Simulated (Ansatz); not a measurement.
A trace of molecular dynamics of ClFGeH₂O (6 atoms, charge 0, multiplicity 1).

All numbers below come from Ansatz, RKS PBE/def2-mTZVP.

- ensemble: NVT, Nosé–Hoover chain
- set temperature: 1500 K
- thermostat: time constant 100 fs, chain length 3 (defaults)
- seed: 951891

```tsv
time (fs)	T (K)	potential energy less start (eV)	conserved less start (meV/atom)
0	1500	0.000	0.00
6	956	0.286	0.72
12	411	0.569	0.78
18	614	0.467	0.94
24	910	0.319	0.78
30	899	0.328	0.37
36	772	0.403	0.54
42	421	0.596	1.25
48	791	0.408	0.39
54	907	0.363	0.49
60	371	0.655	1.04
66	375	0.659	0.92
72	920	0.395	0.72
78	1098	0.329	0.68
84	1133	0.338	0.24
90	1019	0.435	1.04
96	968	0.497	1.27
102	1276	0.369	0.46
108	1382	0.357	0.67
114	1077	0.559	1.30
120	1058	0.603	0.98
126	1550	0.389	0.62
132	1118	0.655	1.00
138	1168	0.658	0.59
144	951	0.807	1.19
150	750	0.940	1.80
```

Can this run be trusted? Judge the integration.

The conserved energy stayed within 1.9 meV per atom of its start (net change 1.8 meV per atom), so the integration is sound. The mean temperature of the second half is 25 % below the set value. A run of 0.15 ps of so small a system gives no equilibrium averages. The time step was 1 fs.

The run took 2.4 min on 2 threads of Intel(R) Xeon(R) 6975P-C (Granite Rapids), with other jobs on the host, peak memory 0.15 GiB.
